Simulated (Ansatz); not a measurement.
`NB(Br)Br` + `O[SiH3]` → `NB(Br)O[SiH3]` + HBr at 400 K and 1 bar (ligand exchange at a B–Br bond).

Calculated with Ansatz (gas phase, PBE0-D4/def2-TZVP geometries, no zero-point term in ΔE). CBS: MP2 limit from def2 TZ/QZ plus the TZ coupled-cluster correction, frozen cores. For Br outer-core shells are correlated without core-valence functions, which leaves a few kJ/mol of doubt a bond. Scalar relativity is left out up to krypton. One conformer a species, not always the lowest.

```tsv
species	CCSD(T)/CBS energy (Eh)	H − E (kJ/mol)	S (J/(mol·K))
`NB(Br)Br`	-5227.46516	110.5	340.6
`O[SiH3]`	-366.69042	120.0	276.4
`NB(Br)O[SiH3]`	-3020.25562	198.1	398.7
HBr	-2573.91920	27.6	207.2
```

H − E and S are ideal-gas, rigid-rotor, harmonic terms from PBE0-D4/def2-TZVP, for one conformer and one mirror image of each species. 1 Eh = 2625.50 kJ/mol, R = 8.31446 J/(mol·K).

Question: By hand: ΔE, ΔH, ΔS and ΔG.

Answer: ΔE = (-3020.25562) + (-2573.91920) − (-5227.46516) − (-366.69042) = -0.01924 Eh = -50.5 kJ/mol. Δ(H − E) = 198.1 + 27.6 − 110.5 − 120.0 = -4.8, so ΔH = -55.3 kJ/mol. ΔS = 398.7 + 207.2 − 340.6 − 276.4 = -11.1 J/(mol·K). ΔG = -55.3 − 400 × (-11.1)/1000 = -50.9 kJ/mol.

Question: By hand: the equilibrium constant, and the temperature at which ΔG would vanish if ΔH and ΔS stayed fixed.

Answer: log₁₀ K = −ΔG/(RT ln 10) = 6.6. ΔG = 0 at ΔH/ΔS = 4982 K, far beyond where these terms or the molecules hold.

The number of gas molecules stays the same, so ΔS is small and ΔH decides. A doubt of 5 kJ/mol in ΔE shifts log₁₀ K by 0.7 here. Other conformers and mirror images would add mixing entropy, several J/(mol·K) or more a flexible species. These are equilibria of isolated gas molecules and say nothing of rates. Largest T1 diagnostic: 0.011 (customary marks: 0.02 for closed shells, 0.045 for open ones).
